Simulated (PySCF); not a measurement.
## Excitation energy of Sc⁺ by level of theory

Sc⁺ [Ar] 3d1 4s1 (3D) → Sc⁺ [Ar] 4s2 (1S), as a difference of total energies. Computed with PySCF 2.14 in aug-cc-pwCVTZ-DK with one added diffuse shell each of s, p, d, f, g type (11s10p8d5f4g, 152 functions), with scalar relativity by spin-free X2C-1e. The calculations carry no spin-orbit coupling.

```
 method  excitation energy (eV)  error (eV)
    UHF                   2.007      +0.565
 PBEsol                   2.304      +0.862
  B3LYP                   2.091      +0.649
r2SCAN0                   2.534      +1.092
```

Reference: 1.442 eV (measured; NIST levels, between the centres of gravity of the two terms).
